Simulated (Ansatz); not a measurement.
Start from `C[B](F)[SnH3]` and change one atom or group to get `CCB(C)F`.

Ansatz, PBE0-D4/def2-TZVP geometries, multiplicity 1. Each molecule was computed in one conformer, which needn't be the lowest.

Elements past krypton have def2 core potentials.

| property | `C[B](F)[SnH3]` |
| --- | --- |
| HOMO energy (PBE0/def2-TZVPP) / eV | -7.59 |
| HOMO–LUMO gap (PBE0/def2-TZVPP) / eV | 6.34 |
| HOMO energy (PBE/def2-TZVPP) / eV | -6.40 |
| LUMO energy (ωB97M-V/def2-TZVPP) / eV | 0.71 |
| LUMO energy (PBE0/def2-TZVPP) / eV | -1.25 |
| size of the dipole moment (B3LYP/def2-TZVPP) / D | 1.60 |

(1) Give the same properties after the change, and the shifts. (Estimate.)

Results:

(1) Ansatz gave: 
```csv
property,`CCB(C)F`,shift
HOMO energy (PBE0/def2-TZVPP) / eV,-8.37,-0.78
HOMO–LUMO gap (PBE0/def2-TZVPP) / eV,8.48,2.14
HOMO energy (PBE/def2-TZVPP) / eV,-6.90,-0.50
LUMO energy (ωB97M-V/def2-TZVPP) / eV,1.96,1.25
LUMO energy (PBE0/def2-TZVPP) / eV,0.11,1.36
size of the dipole moment (B3LYP/def2-TZVPP) / D,1.31,-0.29
```

With PBE0 the HOMO falls by 0.78 eV and the LUMO rises by 1.36 eV, so the gap widens by about 2.14 eV. PBE moves the HOMO by -0.50 eV and ωB97M-V by -0.99 eV. Dipoles are sizes alone; their direction can turn.

B3LYP here is the variant with VWN-RPA as its local correlation; programs differ in this.
